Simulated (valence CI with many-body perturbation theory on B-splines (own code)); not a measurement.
**Energy levels of Ru³¹⁺**

Calculated by configuration interaction combined with many-body perturbation theory (CI+MBPT): three valence electrons over a frozen Dirac-Fock core [Ne], radial functions for each j: 11 s, 11 p, 10 d, 8 f, 5 g, 2 h, with the one-electron correlation potential Σ1, the two-electron term Σ2, the three-electron term Σ3, Breit, model QED; selected CI, second order for the rest, scaled by the run's own slope (own B-spline code, finite nucleus).

No measured spectrum was set against this ion. As an estimate, large intervals hold to a few tenths of a per cent, small ones and those within an open d or f shell to about a per cent.

Levels 46 to 90 of 154, with energies above the lowest level, 3s²3p ²P°_1/2. "Leading %" is the weight of the configuration and term that name the level; weights of strongly mixed levels are sums over their largest components and can fall short, so below about 35 % the name and the second component can differ from the true leading terms, or belong to a minority configuration. In the jj column 3d3/2^4 stands for four electrons in 3d with j = 3/2. Lifetimes count E1, E2, E3, M1 and M2 decay at the calculated energies, and are blank where another channel may lead or the interval is too uncertain; long ones can be off by a factor of two.

```csv
No.,Configuration,Term,J,E (Ry),Leading %,Leading jj,Second component,Lifetime
46,3p²3d,⁴D,1/2,23.790,82,3p1/2 3p3/2 3d3/2 (98 %),16 % 3p²3d ²P,10.4 ps
47,3p²3d,⁴F,7/2,24.079,49,3p1/2 3p3/2 3d5/2 (95 %),36 % 3p²3d ⁴D,13.9 ps
48,3p²3d,⁴F,9/2,24.406,49,3p1/2 3p3/2 3d5/2 (92 %),47 % 3p²3d ²G,19.5 ps
49,3p²3d,⁴D,3/2,24.454,40,3p1/2 3p3/2 3d5/2 (76 %),33 % 3p²3d ²P,8.82 ps
50,3p²3d,⁴P,5/2,24.483,28,3p1/2 3p3/2 3d5/2 (66 %),24 % 3p²3d ⁴F,8.24 ps
51,3p²3d,²D,5/2,24.821,46,3p1/2 3p3/2 3d5/2 (62 %),26 % 3p²3d ⁴P,6.38 ps
52,3p²3d,⁴P,3/2,24.826,41,3p1/2 3p3/2 3d3/2 (72 %),26 % 3p²3d ²P,5.36 ps
53,3p²3d,⁴P,1/2,24.942,43,3p1/2 3p3/2 3d3/2 (82 %),26 % 3p²3d ²P,5.44 ps
54,3p²3d,²G,7/2,25.048,55,3p1/2 3p3/2 3d5/2 (55 %),21 % 3p²3d ²F,15.0 ps
55,3p²3d,²P,1/2,25.749,66,3p1/2 3p3/2 3d5/2 (81 %),21 % 3p²3d ²S,7.41 ps
56,3p²3d,²D,3/2,25.789,65,3p1/2 3p3/2 3d5/2 (72 %),11 % 3p²3d ²P,8.56 ps
57,3p²3d,²F,5/2,25.789,48,3p1/2 3p3/2 3d5/2 (40 %),27 % 3p²3d ²D,5.48 ps
58,3p²3d,⁴D,7/2,26.153,54,3p3/2^2 3d5/2 (71 %),16 % 3p²3d ²F,9.92 ps
59,3p²3d,²P,1/2,26.250,42,3p3/2^2 3d3/2 (54 %),28 % 3p²3d ⁴P,6.04 ps
60,3s3d²,⁴F,3/2,26.271,67,3s 3d3/2^2 (69 %),12 % 3p²3d ⁴P,4.83 ps
61,3s3d²,⁴F,5/2,26.336,35,3s 3d3/2^2 (48 %),16 % 3p²3d ⁴P,4.86 ps
62,3p²3d,⁴F,9/2,26.419,47,3p3/2^2 3d5/2 (80 %),33 % 3p²3d ²G,12.5 ps
63,3s3d²,⁴F,3/2,26.491,28,3p3/2^2 3d3/2 (60 %),26 % 3p²3d ⁴P,5.09 ps
64,3s3d²,⁴F,5/2,26.587,63,3s 3d3/2 3d5/2 (60 %),9 % 3p²3d ⁴P,5.70 ps
65,3s3d²,⁴F,7/2,26.737,98,3s 3d3/2 3d5/2 (81 %),,6.49 ps
66,3s3d²,⁴F,9/2,27.018,96,3s 3d5/2^2 (73 %),,7.39 ps
67,3s3d²,⁴P,1/2,27.122,80,3s 3d3/2^2 (56 %),7 % 3s3d² ²S,4.57 ps
68,3p²3d,²F,7/2,27.206,66,3p3/2^2 3d3/2 (45 %),17 % 3s3d² ²G,5.47 ps
69,3s3d²,⁴P,3/2,27.308,82,3s 3d3/2 3d5/2 (87 %),4 % 3s3d² ²P,5.17 ps
70,3s3d²,⁴P,5/2,27.380,77,3s 3d3/2 3d5/2 (70 %),10 % 3s3d² ²D,4.91 ps
71,3p²3d,²P,3/2,27.385,22,3p3/2^2 3d5/2 (41 %),19 % 3s3d² ²P,6.21 ps
72,3p²3d,²S,1/2,27.474,40,3p3/2^2 3d5/2 (46 %),20 % 3p²3d ⁴P,5.45 ps
73,3p²3d,²D,5/2,27.778,49,3p3/2^2 3d5/2 (48 %),19 % 3s3d² ²D,6.80 ps
74,3s3d²,²D,3/2,28.118,66,3s 3d5/2^2 (41 %),25 % 3p²3d ²D,4.67 ps
75,3s3d²,²F,5/2,28.183,37,3p3/2^2 3d5/2 (43 %),33 % 3p²3d ²D,4.05 ps
76,3s3d²,²G,7/2,28.344,73,3s 3d3/2 3d5/2 (57 %),16 % 3p²3d ²G,6.16 ps
77,3s3d²,²G,9/2,28.374,78,3s 3d3/2 3d5/2 (54 %),18 % 3p²3d ²G,6.72 ps
78,3p²3d,²D,5/2,28.476,44,3p3/2^2 3d5/2 (39 %),41 % 3s3d² ²D,5.33 ps
79,3p²3d,²D,3/2,28.676,79,3p3/2^2 3d3/2 (59 %),9 % 3s3d² ²D,3.78 ps
80,3s3d²,²F,7/2,29.223,68,3s 3d5/2^2 (50 %),29 % 3p²3d ²F,4.09 ps
81,3p²3d,²F,5/2,29.347,39,3p3/2^2 3d5/2 (43 %),29 % 3s3d² ²F,3.57 ps
82,3s3d²,²P,1/2,29.394,50,3s 3d3/2 3d5/2 (40 %),22 % 3p²3d ²P,2.88 ps
83,3s3d²,²S,1/2,29.916,63,3s 3d5/2^2 (68 %),18 % 3s3d² ²P,3.92 ps
84,3s3d²,²P,3/2,29.940,54,3s 3d5/2^2 (31 %),34 % 3p²3d ²P,3.19 ps
85,3p3d²,⁴G°,5/2,31.347,71,3p1/2 3d3/2^2 (92 %),24 % 3p3d² ²F°,20.5 ps
86,3p3d²,⁴G°,7/2,32.012,78,3p1/2 3d3/2 3d5/2 (90 %),8 % 3p3d² ⁴F°,19.6 ps
87,3p3d²,²D°,5/2,32.321,31,3p1/2 3d3/2 3d5/2 (90 %),17 % 3p3d² ²F°,12.8 ps
88,3p3d²,²D°,3/2,32.471,38,3p1/2 3d3/2 3d5/2 (75 %),29 % 3p3d² ⁴F°,8.39 ps
89,3p3d²,⁴G°,9/2,32.596,48,3p1/2 3d3/2 3d5/2 (63 %),14 % 3p3d² ⁴F°,15.2 ps
90,3p3d²,⁴D°,1/2,32.679,81,3p1/2 3d3/2^2 (73 %),13 % 3p3d² ²P°,7.84 ps
```

Names give the largest LS component (configuration and term), which can be under half, so a name can repeat, a term be missing and a line seem to break the LS rules; names also repeat where a configuration has a term twice.

Where two levels of one J and parity lie close, their mixing, g and order are uncertain.
